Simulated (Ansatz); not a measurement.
In₁₂N₁₂H₃₂⁻, a nanocrystal cut from zinc blende InN (hydrogen-capped). Charge -1, multiplicity 2. Geometry PBE-D4/def2-SVP, that of the neutral singlet; atoms count from 1.

Cartesian coordinates in Å:
```
N -2.908 -0.613 -2.693
N 2.127 -3.045 -2.033
N 3.594 0.144 -0.713
N -1.800 2.671 -1.691
N 1.492 2.943 -0.686
N 0.328 -0.037 -1.911
N -1.879 -1.932 0.152
N 1.324 -1.706 1.138
N -0.751 1.254 1.275
N -3.947 0.632 0.364
N 2.608 1.326 2.209
N 0.019 -0.514 4.202
In 0.665 -1.811 -3.202
In -1.293 0.981 -2.942
In -3.731 -1.242 -0.758
In 2.059 1.266 -1.957
In 1.600 -3.644 0.081
In 3.166 -0.667 1.337
In -0.097 4.168 -1.720
In -2.407 2.318 0.354
In 0.927 2.620 1.394
In -0.152 -0.492 0.148
In 0.588 -2.413 3.116
In -1.543 0.821 3.303
H -3.667 -0.418 -3.364
H -2.429 -1.450 -3.074
H 2.213 -3.937 -2.545
H 3.074 -2.642 -2.095
H 4.419 0.762 -0.642
H 3.933 -0.630 -1.305
H -2.562 3.190 -2.160
H 2.296 3.595 -0.677
H -1.518 -2.794 -0.293
H -2.008 -2.202 1.143
H -4.881 1.042 0.212
H -3.941 0.355 1.364
H 3.455 1.917 2.210
H 2.412 1.197 3.213
H 0.846 0.033 4.481
H -0.371 -0.835 5.103
H 1.493 -1.327 -4.662
H -0.841 -2.740 -3.140
H -1.225 1.262 -4.659
H -5.139 -2.251 -0.823
H 2.848 1.652 -3.459
H 3.027 -4.433 0.707
H 0.004 -4.337 -0.169
H 4.627 -1.259 2.069
H 0.387 4.298 -3.394
H -0.560 5.428 -0.602
H -3.198 3.630 1.181
H 0.864 4.025 2.420
H -0.997 -3.127 2.859
H 1.933 -3.071 4.016
H -2.937 -0.241 3.054
H -1.547 2.282 4.261
```

In the def2 sets In takes a core potential; there is no spin–orbit coupling. Single mean-field runs in def2-SVP are fitted with def2-universal-jkfit. The highest occupied level of the charge -1 doublet lies above zero (up to 0.43 eV). By energy differences its removal costs 0.60 eV (vertical, to the charge 0 singlet, at PBE0-D4/def2-SVP); self-interaction error and the lack of diffuse functions both raise the level.

**Question.** Estimate the Mulliken populations of the heavy atoms from the PBE0/def2-SVP orbitals of Ansatz.

**Answer.** 
```json
{"atom": "N1", "charge (e)": "-0.49", "spin (α − β)": "0.00"}
{"atom": "N2", "charge (e)": "-0.48", "spin (α − β)": "0.00"}
{"atom": "N3", "charge (e)": "-0.48", "spin (α − β)": "0.00"}
{"atom": "N4", "charge (e)": "-0.68", "spin (α − β)": "0.00"}
{"atom": "N5", "charge (e)": "-0.67", "spin (α − β)": "0.00"}
{"atom": "N6", "charge (e)": "-0.81", "spin (α − β)": "-0.01"}
{"atom": "N7", "charge (e)": "-0.48", "spin (α − β)": "0.01"}
{"atom": "N8", "charge (e)": "-0.82", "spin (α − β)": "0.00"}
{"atom": "N9", "charge (e)": "-0.81", "spin (α − β)": "-0.01"}
{"atom": "N10", "charge (e)": "-0.49", "spin (α − β)": "0.00"}
{"atom": "N11", "charge (e)": "-0.48", "spin (α − β)": "0.00"}
{"atom": "N12", "charge (e)": "-0.48", "spin (α − β)": "0.00"}
{"atom": "In13", "charge (e)": "0.35", "spin (α − β)": "0.07"}
{"atom": "In14", "charge (e)": "0.55", "spin (α − β)": "0.07"}
{"atom": "In15", "charge (e)": "0.59", "spin (α − β)": "0.02"}
{"atom": "In16", "charge (e)": "0.55", "spin (α − β)": "0.05"}
{"atom": "In17", "charge (e)": "0.33", "spin (α − β)": "0.06"}
{"atom": "In18", "charge (e)": "0.57", "spin (α − β)": "0.03"}
{"atom": "In19", "charge (e)": "0.33", "spin (α − β)": "0.03"}
{"atom": "In20", "charge (e)": "0.55", "spin (α − β)": "0.07"}
{"atom": "In21", "charge (e)": "0.55", "spin (α − β)": "0.05"}
{"atom": "In22", "charge (e)": "0.91", "spin (α − β)": "0.17"}
{"atom": "In23", "charge (e)": "0.33", "spin (α − β)": "0.06"}
{"atom": "In24", "charge (e)": "0.35", "spin (α − β)": "0.07"}
```
Mulliken values and Mayer orders depend strongly on the basis.

**Question.** Where does the spin sit?

**Answer.** Summed by element: N -0.02, In 0.73, H 0.29, of 1 unpaired in all. Largest on single atoms: In22 0.17, In13 0.07, In24 0.07.

**Question.** And the Mayer bond orders between bonded heavy atoms (over 0.3)?

**Answer.** N1–In14 0.52 (2.28 Å); N1–In15 0.68 (2.19 Å); N2–In13 0.59 (2.24 Å); N2–In17 0.57 (2.26 Å); N3–In16 0.55 (2.27 Å); N3–In18 0.60 (2.25 Å); N4–In14 0.70 (2.16 Å); N4–In19 0.60 (2.27 Å); N4–In20 0.70 (2.16 Å); N5–In16 0.69 (2.18 Å); N5–In19 0.63 (2.26 Å); N5–In21 0.69 (2.18 Å); N6–In13 0.68 (2.22 Å); N6–In14 0.72 (2.17 Å); N6–In16 0.72 (2.17 Å); N6–In22 0.59 (2.16 Å); N7–In15 0.72 (2.18 Å); N7–In22 0.49 (2.25 Å); N8–In17 0.68 (2.22 Å); N8–In18 0.80 (2.12 Å); N8–In22 0.57 (2.15 Å); N8–In23 0.68 (2.23 Å); N9–In20 0.72 (2.17 Å); N9–In21 0.72 (2.17 Å); N9–In22 0.59 (2.16 Å); N9–In24 0.68 (2.22 Å); N10–In15 0.68 (2.20 Å); N10–In20 0.52 (2.28 Å); N11–In18 0.60 (2.25 Å); N11–In21 0.55 (2.27 Å); N12–In23 0.57 (2.26 Å); N12–In24 0.59 (2.24 Å).
